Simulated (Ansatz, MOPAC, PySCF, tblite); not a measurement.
Scan of H3B, singlet: umbrella (inversion) coordinate, bond length relaxed. Scanned: angle between the B-H bonds and the threefold axis (90 = planar). Other coordinates (B-H bond length) were minimised at B3LYP/def2-TZVP.

- PM6, restricted, heats of formation (MOPAC)
- GFN2-xTB, 300 K electronic temperature (tblite)
- RHF/STO-3G = restricted Hartree-Fock/STO-3G (PySCF 2.14.0)
- FCI/cc-pVDZ = full CI/cc-pVDZ, frozen core (Ansatz, a first-principles code)

Energies relative to the lowest point of each profile, in mEh; the last columns give the difference from FCI:

```tsv
a / °	PM6	GFN2-xTB	RHF/STO-3G	FCI/cc-pVDZ	PM6 − FCI/cc-pVDZ	GFN2-xTB − FCI/cc-pVDZ	RHF/STO-3G − FCI/cc-pVDZ
90	0.0	0.0	0.0	0.0	0.0	0.0	0.0
92.36	0.5	0.3	0.6	0.5	-0.1	-0.3	0.1
96.61	3.8	2.2	5.1	4.2	-0.4	-1.9	0.9
98.60	6.5	3.8	8.6	7.1	-0.6	-3.2	1.6
101.60	11.7	7.1	15.8	12.9	-1.1	-5.8	2.9
104.74	19.0	11.6	25.7	20.8	-1.8	-9.2	4.9
107.59	27.0	16.9	36.7	29.6	-2.6	-12.7	7.1
111.35	39.8	25.6	54.6	43.7	-3.8	-18.1	10.9
113.54	48.4	31.7	66.7	53.1	-4.7	-21.5	13.6
116.55	61.6	41.5	85.6	67.7	-6.1	-26.2	17.9
119.40	75.5	52.5	106.0	83.1	-7.6	-30.6	22.9
122.78	93.8	68.1	133.6	103.6	-9.8	-35.5	30.0
126.14	113.9	86.8	164.9	126.3	-12.4	-39.5	38.7
128.41	128.5	101.5	188.6	143.0	-14.5	-41.5	45.6
132	153.4	129.1	230.4	171.7	-18.3	-42.6	58.7
```

PM6 is furthest from FCI/cc-pVDZ at 132 (-18.3 mEh, below); its mean absolute difference over the points is 5.6 mEh.

GFN2-xTB is furthest from FCI/cc-pVDZ at 132 (-42.6 mEh, below); its mean absolute difference over the points is 19.2 mEh.

RHF/STO-3G is furthest from FCI/cc-pVDZ at 132 (58.7 mEh, above); its mean absolute difference over the points is 17.0 mEh.
